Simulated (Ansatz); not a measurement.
Frontier orbitals of CHFO$_{3}$Si, SMILES `O=C1O[Si]1(O)F`.

Cartesian coordinates in Å:
```
O 2.367 0.845 -0.863
C 1.339 0.537 -0.393
O 1.055 0.193 0.976
Si -0.333 0.084 0.092
O -1.007 -1.364 -0.075
F -1.458 1.151 0.381
H -1.962 -1.446 -0.118
```

Total charge 0; spin multiplicity 1. The structure was optimised at the PBE0-D4/def2-TZVP level. It is one conformer, not always the lowest. Basis def2-TZVPP, Ansatz.

| functional | HOMO (eV) | LUMO (eV) |
| --- | --- | --- |
| PBE | -6.48 | -2.18 |

(1) Give HOMO and LUMO (eV) with LDA (SPW92), revPBE, BLYP, r2SCAN, B97M-V, PBE0, B3LYP, r2SCANh, r2SCAN0, HSE06 (plane-wave form), BHLYP, CAM-B3LYP, LC-ωPBE, ωB97X-V, ωB97M-V, HF. (An estimate is asked.)

Results:

(1) The calculation gave: 
| functional | HOMO | LUMO |
| --- | --- | --- |
| LDA (SPW92) | -6.71 | -2.48 |
| revPBE | -6.38 | -2.06 |
| BLYP | -6.39 | -2.05 |
| r2SCAN | -6.73 | -1.98 |
| B97M-V | -6.77 | -1.88 |
| PBE0 | -7.88 | -1.10 |
| B3LYP | -7.68 | -1.36 |
| r2SCANh | -7.26 | -1.58 |
| r2SCAN0 | -8.07 | -0.99 |
| HSE06 (plane-wave form) | -7.48 | -1.49 |
| BHLYP | -9.27 | 0.04 |
| CAM-B3LYP | -9.31 | 0.10 |
| LC-ωPBE | -10.55 | 1.39 |
| ωB97X-V | -10.22 | 1.29 |
| ωB97M-V | -10.14 | 1.08 |
| HF | -11.40 | 2.40 |

B3LYP here is the variant with VWN-RPA as its local correlation; programs differ in this. LC-ωPBE has ω = 0.4 bohr⁻¹. Positive LUMOs are unbound and depend on the basis.
